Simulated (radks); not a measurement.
Results of a calculation; reference values are marked as such.
Question: The sulfur anion S2-, [Ar], held by a Watson sphere: a shell of charge +2 at radius R that stands for the Madelung well of a crystal (potential energy -2/R inside, -2/r outside, in hartree with lengths in bohr). Code: a radial shooting solver on a logarithmic mesh with Libxc functionals. Model: scalar-relativistic Kohn-Sham, r2SCAN, spin-polarised, spherical densities, finite nucleus; meta-GGA in the generalised Kohn-Sham scheme; Fermi nuclear charge, rms radius of each element as measured or else 0.836 A^(1/3) + 0.57 fm.

| R (bohr) | e(2p) (eV) | e(3s) (eV) | e(3p) (eV) | <r> 3p (bohr) | sum of <r^2> (bohr^2) | X-ray form factor at sin(theta)/lambda = 0.2 1/angstrom |
|---|---|---|---|---|---|---|
| 2.1 | -156.07 | -18.979 | -8.592 | 2.084 | 39.92 | 11.460 |
| 2.69 | -155.84 | -17.216 | -7.296 | 2.231 | 45.27 | 11.205 |
| 2.87 | -155.74 | -16.750 | -6.908 | 2.272 | 46.83 | 11.157 |
| 2.91 | -155.71 | -16.651 | -6.823 | 2.281 | 47.17 | 11.148 |
| 3.38 | -155.32 | -15.602 | -5.882 | 2.376 | 51.05 | 11.072 |
| 3.88 | -154.84 | -14.690 | -5.003 | 2.465 | 54.94 | 11.038 |

Estimate the row for R = 3.44 bohr.

Answer: e(2p) (eV) -155.27; e(3s) (eV) -15.483; e(3p) (eV) -5.769; <r> 3p (bohr) 2.387; sum of <r^2> (bohr^2) 51.53; X-ray form factor at sin(theta)/lambda = 0.2 1/angstrom 11.066.
